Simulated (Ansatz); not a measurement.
`[F][GaH][B](S)Cl` + HBr → `[F][GaH][Br]` + `SBCl` at 700 K and 1 bar (cleavage of the Ga–B bond).

Gas-phase electronic energies from Ansatz, PBE0-D4/def2-TZVP geometries. CCSD(T)/CBS adds triple-zeta CCSD(T) − MP2 to the extrapolated MP2 energy (def2 sets, frozen cores). This one scheme is used for every species. For Br, Ga outer-core shells are correlated without core-valence functions, which leaves a few kJ/mol of doubt a bond. Scalar relativity is left out up to krypton. Each species was taken in one conformer, which may not be the lowest.

```json
{"species": "`[F][GaH][B](S)Cl`", "CCSD(T)/CBS energy (Eh)": "-2907.38627", "H − E (kJ/mol)": "135.4", "S (J/(mol·K))": "472.4"}
{"species": "HBr", "CCSD(T)/CBS energy (Eh)": "-2573.91920", "H − E (kJ/mol)": "36.5", "S (J/(mol·K))": "223.7"}
{"species": "`[F][GaH][Br]`", "CCSD(T)/CBS energy (Eh)": "-4597.74300", "H − E (kJ/mol)": "67.4", "S (J/(mol·K))": "364.6"}
{"species": "`SBCl`", "CCSD(T)/CBS energy (Eh)": "-883.61129", "H − E (kJ/mol)": "104.6", "S (J/(mol·K))": "340.2"}
```

H − E and S are ideal-gas, rigid-rotor, harmonic terms from PBE0-D4/def2-TZVP, for one conformer and one mirror image of each species. 1 Eh = 2625.50 kJ/mol, R = 8.31446 J/(mol·K).

**Question.** By hand: ΔE, ΔH, ΔS and ΔG.

**Answer.** ΔE = (-4597.74300) + (-883.61129) − (-2907.38627) − (-2573.91920) = -0.04882 Eh = -128.2 kJ/mol. Δ(H − E) = 67.4 + 104.6 − 135.4 − 36.5 = 0.1, so ΔH = -128.1 kJ/mol. ΔS = 364.6 + 340.2 − 472.4 − 223.7 = 8.7 J/(mol·K). ΔG = -128.1 − 700 × (8.7)/1000 = -134.2 kJ/mol.

**Question.** By hand: the equilibrium constant, and the temperature at which ΔG would vanish if ΔH and ΔS stayed fixed.

**Answer.** log₁₀ K = −ΔG/(RT ln 10) = 10.0. ΔH and −TΔS have one sign here, so there is no such temperature.

The number of gas molecules stays the same, so ΔS is small and ΔH decides. A doubt of 5 kJ/mol in ΔE shifts log₁₀ K by 0.4 here. Other conformers and mirror images would add mixing entropy, several J/(mol·K) or more a flexible species. Modes under 60 cm⁻¹, often nearly free rotors, make the harmonic entropy too high. These are equilibria of isolated gas molecules and say nothing of rates. Largest T1 diagnostic: 0.015 (customary marks: 0.02 for closed shells, 0.045 for open ones).

ΔS is within the doubt of such terms, so its sign, and with it that verdict, could turn.
